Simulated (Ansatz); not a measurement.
Mulliken charges of `[SiH3]B1CN1` from ωB97M-V/def2-TZVPP in Ansatz (PBE0-D4/def2-TZVP geometry).

| atom | x (Å) | y (Å) | z (Å) | charge (e) |
| --- | --- | --- | --- | --- |
| Si1 | -1.185 | 0.967 | -0.979 | 0.026 |
| B2 | 0.168 | -0.069 | 0.044 | 0.110 |
| C3 | 0.635 | -1.022 | 1.208 | -0.233 |
| N4 | 1.457 | -0.431 | 0.160 | -0.160 |
| H5 | -2.220 | 0.043 | -1.518 | -0.027 |
| H6 | -1.862 | 1.939 | -0.077 | -0.027 |
| H7 | -0.590 | 1.720 | -2.117 | -0.033 |
| H8 | 0.783 | -0.646 | 2.219 | 0.104 |
| H9 | 0.471 | -2.098 | 1.156 | 0.104 |
| H10 | 2.427 | -0.455 | -0.092 | 0.137 |

Problem. By hand: the dipole of these point charges (1 e Å = 4.8032 D).

Solution. Σ q r = (0.199, -0.133, 0.124) e Å, of length 0.270 e Å = 1.30 D.

Problem. How does the dipole of the full density compare? (Best estimate.)

Solution. The calculation gave: (0.308, -0.071, 0.008) e Å, 1.52 D; the point charges give 0.86 times that, at 33° from its direction.

Point charges leave out the atoms' own dipoles, such as those of lone pairs, and Mulliken's split depends on the basis, so the two needn't agree.
